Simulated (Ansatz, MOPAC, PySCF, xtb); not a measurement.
Noncovalent pair: GeH4 (SMILES [GeH4]) (first 5 atoms) with H2Se (SMILES [SeH2]); geometry from B3LYP-D3(BJ)/def2-TZVP, rigid monomers moved along the line of their centres of mass till Ge1···Se6 is 4.55 Å.
(charge 0, multiplicity 1):
```xyz
8

Ge     0.1106     0.0508    -0.0842
H     -1.4039     0.0294     0.1566
H      0.3907     0.1205    -1.5951
H      0.7436    -1.2294     0.4827
H      0.7323     1.2743     0.6033
Se    -0.1279    -0.8323     4.3767
H     -0.3306     0.1784     5.4258
H      1.2312    -0.3381     4.1143
```

Monomers are frozen at their geometry in the pair; levels with a basis set take the counterpoise correction. Rows marked so take none.

Frozen-core correlation. Filled d and f shells under p-block atoms count as core. Rows in 6-31G* carry no dispersion term and start afresh at each structure (6-31G* with six Cartesian d functions); the Pople sets are all-electron and without relativity. The state reached by AM1, PM6 isn't checked.

Run with Ansatz (Gaussian basis) for Hartree–Fock, density functionals and correlated methods; MOPAC for AM1, PM6 (differences of heats of formation); PySCF for 6-31G* rows, the dispersion terms; xtb for the GFN methods. Each number belongs to the level named beside it.

| level | interaction energy (kcal/mol) |
|---|---|
| AM1 | -0.11 |
| PM6 | -0.41 |
| GFN1-xTB | -5.71 |
| GFN2-xTB | -0.91 |
| B3LYP-D3(BJ)/def2-TZVPPD | -0.93 |
| B3LYP-D4/def2-TZVPPD | -0.84 |
| PBE0-D3(BJ)/def2-TZVPPD | -1.00 |
| M06-2X/6-31G* (no counterpoise) | ___ |
| MP2/aug-cc-pVDZ | ___ |

Some entries are withheld; supply them.


- M06-2X/6-31G* (no counterpoise), interaction energy (kcal/mol): -0.68
- MP2/aug-cc-pVDZ, interaction energy (kcal/mol): -0.74

Ansatz is a quantum-chemistry and plane-wave program.
